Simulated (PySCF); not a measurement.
## Atomic charges against the basis set

CH10Si3.
SMILES with atom numbers: `[CH3:1][SiH:2]([SiH3:3])[SiH3:4]` (hydrogens: H5, H6, H7 on C1; H8 on Si2; H9, H10, H11 on Si3; H12, H13, H14 on Si4)

PBE0 throughout (PySCF), one geometry, spherical d and f functions. Isolated species at its PBE0-D3(BJ)/def2-SVP geometry, gas phase. Atoms taken as equivalent share a column and are averaged.

Mulliken charges (e):

```tsv
basis	functions	C1	Si2	Si3/Si4	H5/H6/H7	H8	H9 (×6)
STO-3G	42	-0.388	+0.330	+0.337	+0.072	-0.121	-0.118
6-31G	68	-0.798	+0.267	+0.274	+0.198	-0.088	-0.087
pcSseg-0	68	-1.113	+0.165	+0.113	+0.267	+0.031	-0.018
6-31G*	88	-0.751	+0.188	+0.143	+0.204	-0.046	-0.048
cc-pVDZ	118	-0.260	+0.054	+0.090	+0.075	-0.024	-0.029
def2-SVP	118	-0.337	+0.056	+0.177	+0.086	-0.034	-0.050
pcSseg-1	139	-0.604	+0.066	+0.229	+0.153	-0.018	-0.060
6-311+G(2d,p)	192	-0.633	+0.267	+0.092	+0.167	-0.049	-0.045
aug-cc-pVDZ	194	+0.452	+0.155	-0.995	-0.272	+0.387	+0.302
def2-TZVP	202	-0.494	+0.107	+0.011	+0.148	-0.013	-0.011
IGLO-III	267	-0.596	+0.194	+0.516	+0.150	-0.162	-0.153
cc-pVTZ	272	-0.393	+0.077	+0.051	+0.117	-0.032	-0.017
pcSseg-2	305	-0.270	+0.127	+0.344	+0.066	-0.073	-0.112
```

IAO charges (e):

```
        basis  functions      C1     Si2  Si3/Si4  H5/H6/H7      H8  H9 (×6)
       STO-3G         42  -0.630  +0.341   +0.377    +0.130  -0.110   -0.124
        6-31G         68  -0.676  +0.285   +0.152    +0.164  -0.062   -0.057
     pcSseg-0         68  -0.671  +0.246   +0.118    +0.163  -0.043   -0.043
       6-31G*         88  -0.679  +0.332   +0.256    +0.157  -0.092   -0.091
      cc-pVDZ        118  -0.679  +0.333   +0.253    +0.156  -0.091   -0.090
     def2-SVP        118  -0.671  +0.331   +0.266    +0.154  -0.093   -0.093
     pcSseg-1        139  -0.683  +0.336   +0.266    +0.156  -0.093   -0.093
6-311+G(2d,p)        192  -0.701  +0.348   +0.277    +0.161  -0.098   -0.097
  aug-cc-pVDZ        194  -0.691  +0.337   +0.253    +0.159  -0.092   -0.090
    def2-TZVP        202  -0.704  +0.352   +0.282    +0.161  -0.100   -0.099
     IGLO-III        267  -0.705  +0.351   +0.281    +0.161  -0.100   -0.098
      cc-pVTZ        272  -0.702  +0.346   +0.270    +0.161  -0.097   -0.095
     pcSseg-2        305  -0.703  +0.347   +0.280    +0.161  -0.099   -0.098
```

Some averages cover members that differ in this geometry, most widely: H5/H6/H7, Mulliken in aug-cc-pVDZ -0.294 to -0.226; H9 (×6), Mulliken in aug-cc-pVDZ +0.283 to +0.313 e.

Q: Which scheme is steadiest as the basis changes?

A: Largest range over the bases for any column: IAO 0.26 e, Mulliken 1.56 e. IAO charges move least and Mulliken charges most, counted in e. Without the minimal STO-3G basis the ranges are IAO 0.16, Mulliken 1.56 e.

Q: How much do the charges still move between the two largest bases, cc-pVTZ and pcSseg-2?

A: At most, over all atoms: Mulliken 0.293 e, IAO 0.010 e.

Q: What do the same runs give for the total energy, the frontier levels and the dipole moment?

A: 
```
        basis  energy (Eh)  HOMO (eV)  LUMO (eV)  μ (D)
       STO-3G    -901.6799      -5.49       5.84   0.36
        6-31G    -912.0285      -7.79       0.39   0.95
     pcSseg-0    -911.0337      -8.25       0.03   0.75
       6-31G*    -912.1129      -7.65       0.12   1.04
      cc-pVDZ    -912.1651      -7.67       0.03   1.03
     def2-SVP    -911.8671      -7.76      -0.03   1.00
     pcSseg-1    -912.1345      -7.82      -0.16   0.94
6-311+G(2d,p)    -912.2107      -7.72      -0.35   0.99
  aug-cc-pVDZ    -912.1710      -7.70      -0.36   0.98
    def2-TZVP    -912.2138      -7.70      -0.26   1.01
     IGLO-III    -912.2166      -7.73      -0.24   0.98
      cc-pVTZ    -912.2217      -7.71      -0.19   1.01
     pcSseg-2    -912.2333      -7.74      -0.31   0.97
```

The dipole is fixed by the density alone, so its range of 0.68 D shows that the density itself changes with the basis, not only its division among atoms.
